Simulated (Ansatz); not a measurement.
Basis-set extrapolation for CH$_{7}$AlOSSi (PBE0-D4/def2-TZVP geometry, frozen core, Ansatz 0.2.0). Multiplicity 1, RHF reference.

```json
{"": "HF", "def2-TZVPP": "-1045.295226", "def2-QZVPP": "-1045.328065"}
{"": "MP2 correlation", "def2-TZVPP": "-0.797763", "def2-QZVPP": "-0.859688"}
{"": "CCSD(T) correlation", "def2-TZVPP": "-0.891834", "def2-QZVPP": "not run"}
```

Energies in hartree. Use E(X) = E(∞) + A·exp(−7.88·√X) for Hartree–Fock and E(X) = E(∞) + B·X^(−2.97) for correlation, with X = 3 and 4, and add CCSD(T) minus MP2 of the smaller set to the MP2 limit.

Task: What is the CCSD(T) energy at the basis-set limit?

Result: HF limit: -1045.328065 + (-0.032839) × 0.13774 = -1045.33259. MP2 limit: -0.859688 + (-0.061925) × 0.74074 = -0.90556. Higher-order term: -0.891834 − (-0.797763) = -0.09407. Total: -1046.33222 hartree, 381.1 kJ/mol below CCSD(T)/def2-TZVPP.
